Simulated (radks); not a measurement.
The numbers below are computed, except where a source is named.
Q: These are the eigenvalues of the occupied orbitals of an atom or ion with whole-number occupations (hartree). Code: a radial shooting solver on a logarithmic mesh with Libxc functionals. Model: non-relativistic Kohn-Sham, TPSS, spin-polarised, spherical densities, point nucleus; meta-GGA in the generalised Kohn-Sham scheme.

orbital  eigenvalue
1s down   -2177.570
1s up     -2177.570
2s up     -377.6237
2s down   -377.6229
2p up     -362.2251
2p down   -362.2246
3s up     -106.6553
3s down   -106.6152
3p up     -99.65867
3p down   -99.62132
3d up     -86.67173
3d down   -86.64309
4s up     -40.67657
4s down   -40.61955
4p up     -37.71498
4p down   -37.65687
4d up     -32.38415
4d down   -32.32322
4f up     -25.65124

Which element is it, and in what charge state? The configuration may be excited. Open shells, if any, are filled with parallel spins first.

A: Z = 71, lutetium, charge +24: Lu24+ in [Kr] 4d10 4f1. The list shows which subshells hold electrons but not how many an open one holds; the 1s level, -2177.6 hartree, gives Z - s = 66.0 by -(Z - s)^2/2, which with screening narrows Z to a few neighbours, and the depths of the outer levels then fix element, charge and occupations together.
